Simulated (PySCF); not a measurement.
**Working out the ionisation energy of Ga**

Ga [Ar] 3d10 4s2 4p1 (2P) → Ga⁺ [Ar] 3d10 4s2 (1S). Calculation: PySCF 2.14, in def2-TZVPPD (7s5p5d1f, 54 functions); the non-relativistic Hamiltonian (point nucleus). Frozen: [Ar] 3d10. Energies in hartree (1 hartree = 27.21139 eV):

```
            part    Ga (lower)   Ga⁺ (upper)
             UHF  -1923.223747  -1923.019846
CCSD correlation     -0.046960     -0.037368
             (T)     -0.000865      0.000000
```

Question: What does Hartree-Fock give?

Answer: (-1923.019846) − (-1923.223747) = 0.203901 hartree = 5.548 eV.

Question: What do CCSD and CCSD(T) give?

Answer: The CCSD correlation energies differ by 0.009592 hartree = 0.261 eV and the triples by 0.000865 hartree = 0.024 eV, so CCSD gives 5.809 eV and CCSD(T) 5.833 eV.

Measured between the centres of the two terms (NIST): 5.931 eV, so CCSD(T) (valence) is off by -0.098 eV.

The calculation is non-relativistic.

What remains against the reference includes basis incompleteness, the frozen core and higher excitations.
